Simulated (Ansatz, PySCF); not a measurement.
This PySCF input computes a CCSD(T)/cc-pVDZ energy:

```python
from pyscf import gto, scf, mp, cc as ccmod

mol = gto.M(
    atom='''
    C    -1.10027630    0.11721448    0.11355646
    N     0.21721531   -0.02314035   -0.02241819
    C     1.38591868   -0.14764449   -0.14303682
    H    -1.62895613   -0.53962820    0.78765224
    H    -1.60540531    0.88419074   -0.45384278
    ''',
    basis='cc-pvdz',
    charge=0,
    spin=1,
    verbose=4,
)

mf = scf.UHF(mol)
mf.conv_tol = 1e-10
mf.max_cycle = 100
mf.kernel()
mo, _, stable, _ = mf.stability(return_status=True)
if not stable:
    mf.kernel(mf.make_rdm1(mo, mf.mo_occ))
mp2 = mp.MP2(mf, frozen=3).run()
cc = ccmod.CCSD(mf, frozen=3)
cc.max_cycle = 100
cc.kernel()
et = cc.ccsd_t()
print(f'E(CCSD(T)) = {cc.e_tot + et:.9f}')
```

Task: Write an input for the same energy in Ansatz (a program for electronic structure) and say what it gives.

Result: 
Ansatz 0.2 input:
```yaml
crystal:
  periodic: [false, false, false]
  atoms:
    - {symbol: C, position_ang: [-1.10027630, 0.11721448, 0.11355646]}
    - {symbol: N, position_ang: [0.21721531, -0.02314035, -0.02241819]}
    - {symbol: C, position_ang: [1.38591868, -0.14764449, -0.14303682]}
    - {symbol: H, position_ang: [-1.62895613, -0.53962820, 0.78765224]}
    - {symbol: H, position_ang: [-1.60540531, 0.88419074, -0.45384278]}
basis:
  gaussian:
    orbitals: cc-pVDZ
magnetization: {spin_polarized: true, initial_magnetization: 1}
correlation: {method: ccsd_t, electrons: outside_noble_gas}
```
It gives -131.70180 Eh, and PySCF -131.70180 Eh, a difference of 0.00 mEh.

It need not be the lowest isomer of its formula.
